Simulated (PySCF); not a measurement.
## Identify the compound

The spectra below were simulated for a compound C5H7FSi.

1H NMR (600 MHz, computed): δ 5.05 (m, 1H), 4.92 (m, 1H), 2.96 (m, 1H), 2.95 (m, 1H), 2.69 (s, 1H), 1.40 (m, 1H), 1.36 (m, 1H).

13C{1H} NMR (computed): δ 90.3 (C), 89.0 (C), 88.5 (CH), 41.4 (CH2), 1.5 (CH2).

Level of theory: σ from GIAO-PBE0/pcSseg-1, geometry from GFN2-xTB, in PySCF 2.14.0 with density-fitted response routines (non-relativistic Hamiltonian, gas phase, single conformer).

Referencing at the same level of theory: 1H (σref 31.72), 13C (σref 186.93) vs TMS.

Q: What is the structure?

A: 
1. Rings plus π bonds: 3 (1 ring in the answer).
2. 5 carbon signals for 5 carbons: no two carbons are equivalent.
3. Carbon types of the structure: 2 × C, 1 × CH, 2 × CH2, leaving 2 H on heteroatoms.
4. δC 90.3: propargylic fully substituted sp3 carbon bonded to F and Si; the inductive effect lowers its shielding.
5. δC 89.0: alkyne carbon; sp carbons lie upfield of alkene carbons because the cylindrical π system leaves one tensor component strongly shielded.
6. δC 88.5: terminal alkyne carbon; sp carbons lie upfield of alkene carbons because the cylindrical π system leaves one tensor component strongly shielded.
7. δC 41.4: sp3 CH2 in a ring; aliphatic region, no heteroatom directly attached.
8. δC 1.5: sp3 CH2 bonded to Si; an electropositive neighbour leaves it electron-rich and shielded.
9. δH 5.05, 4.92: hydrogen on a silicon bonded to 2 C, in a 4-membered ring.
10. δH 2.69: hydrogen on a terminal alkyne carbon; it lies on the axis of the triple bond, in its shielding cone.

Structure: `C#C[C@]1(F)CC[SiH2]1`.

This is the structure that produced the data.

Splittings by 19F in the carbon and heteronuclear signals aren't shown, as no couplings were computed. Shifts are as computed. Against solution values, carbons near 30 ppm lie about +3 ppm off and those near 130 ppm about +5 ppm. Of 1211 compounds with measured shifts, 218 miss one by over three times the rms of a fit or turn the order of signals round; such compounds aren't used in these exercises. Multiplicities follow the n + 1 count of equivalent neighbours, as no J values were calculated; m marks all less simple cases, F and P coupling included.
